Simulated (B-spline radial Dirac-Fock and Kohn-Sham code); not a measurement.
# K-line shifts caused by a second vacancy in Rh³⁺

System: Rh³⁺ in the configuration [Kr] 4d6.

These are calculated numbers from a B-spline atomic structure program; the model is Dirac-Fock ΔSCF + Breit + QED. Each two-hole energy is an average over J within one jj subconfiguration, not an observable level; in light atoms, where LS coupling holds, the j-resolved values are not observed lines, and for a K spectator the Kα1 hypersatellite is nearly forbidden. No correlation.

Lines without a spectator: Kα2 (K-L2) 20071.5 eV, Kα1 (K-L3) 20214.0 eV, Kβ3 (K-M2) 22695.2 eV, Kβ1 (K-M3) 22720.4 eV. Shifts in eV with one spectator hole (a dash: not computed, or left out as unreliable):

| spectator hole | Kα2 | Kα1 | Kβ3 | Kβ1 |
| --- | --- | --- | --- | --- |
| K (1s) | +507.1 | +520.0 | +644.7 | +647.4 |
| L2 (2p1/2) | +54.3 | +67.9 | – | +145.9 |
| L3 (2p3/2) | +55.0 | +54.6 | +132.0 | – |
| M2 (3p1/2) | – | +7.21 | +16.60 | +20.32 |
| M3 (3p3/2) | +5.57 | – | +17.69 | +17.10 |
| M4 (3d3/2) | +0.71 | -1.56 | – | – |
| M5 (3d5/2) | -1.91 | -0.31 | – | – |

With n spectator holes in 2p, averaged over the 2p shell (energies in eV):

| n | KαLⁿ | step | hypersatellite KαʰLⁿ |
| --- | --- | --- | --- |
| 0 | 20166.5 | – | 20682.1 |
| 1 | 20224.7 | +58.3 | 20741.8 |
| 2 | 20284.2 | +59.5 | 20802.7 |
| 3 | 20344.9 | +60.7 | 20864.8 |
| 4 | 20406.9 | +61.9 | 20928.1 |
| 5 | 20470.1 | +63.2 | 20992.7 |
